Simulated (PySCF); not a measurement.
# Working out the ionisation energy of Se²⁺

Se²⁺ [Ar] 3d10 4s2 4p2 (3P) → Se³⁺ [Ar] 3d10 4s2 4p1 (2P). Computed with PySCF 2.14 in aug-cc-pVQZ-DK, with the spin-free X2C one-electron Hamiltonian (Gaussian nucleus). Frozen: [Ar] 3d10. Energies in hartree (1 hartree = 27.21139 eV):

| part | Se²⁺ (lower) | Se³⁺ (upper) |
| --- | --- | --- |
| UHF | -2426.992671 | -2425.853563 |
| CCSD correlation | -0.075285 | -0.058524 |
| (T) | -0.001700 | -0.000737 |

What does Hartree-Fock give?

(-2425.853563) − (-2426.992671) = 1.139108 hartree = 30.997 eV.

What do CCSD and CCSD(T) give?

The CCSD correlation energies differ by 0.016761 hartree = 0.456 eV and the triples by 0.000963 hartree = 0.026 eV, so CCSD gives 31.453 eV and CCSD(T) 31.479 eV.

A first-order spin-orbit estimate adds -0.038 eV to CCSD(T) (valence), giving 31.441 eV against 31.697 ± 0.019 eV (measured; NIST Atomic Spectra Database, ionization energies).

What remains against the reference includes basis incompleteness, the frozen core and higher excitations.
